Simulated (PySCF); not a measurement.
C₄H₆Si.

```xyz
11

C      0.0000     0.7425    -1.2958
C      0.0000     1.3580    -0.0885
Si     0.0000     0.0000     1.2083
C      0.0000    -1.3580    -0.0885
C      0.0000    -0.7425    -1.2958
H      0.0000     1.2814    -2.2501
H      0.0000     2.4452     0.0137
H     -1.2061     0.0000     2.0839
H      1.2061     0.0000     2.0839
H      0.0000    -2.4452     0.0137
H      0.0000    -1.2814    -2.2501
```
Charge 0, spin multiplicity 1.

The structure is a stationary point at TPSSh-D3(BJ)/def2-SVP.

All values below come from PBE0/pcSseg-1 (PySCF). Non-relativistic, no solvent.

Computed absolute GIAO shielding of each atom: isotropic value and principal components (ppm):
```tsv
atom	σ(iso)	σ11	σ22	σ33	span
C1	25.0	-97.4	34.0	138.4	235.8
C2	49.5	-65.3	41.9	171.8	237.2
Si3	393.7	320.1	402.3	458.7	138.7
C4	49.5	-65.3	41.9	171.8	237.2
C5	25.0	-97.4	34.0	138.4	235.8
H6	24.0	21.4	23.0	27.5	6.1
H7	24.9	23.6	24.8	26.1	2.6
H8	26.7	23.7	24.6	31.8	8.1
H9	26.7	23.7	24.6	31.8	8.1
H10	24.9	23.6	24.8	26.1	2.6
H11	24.0	21.4	23.0	27.5	6.1
```
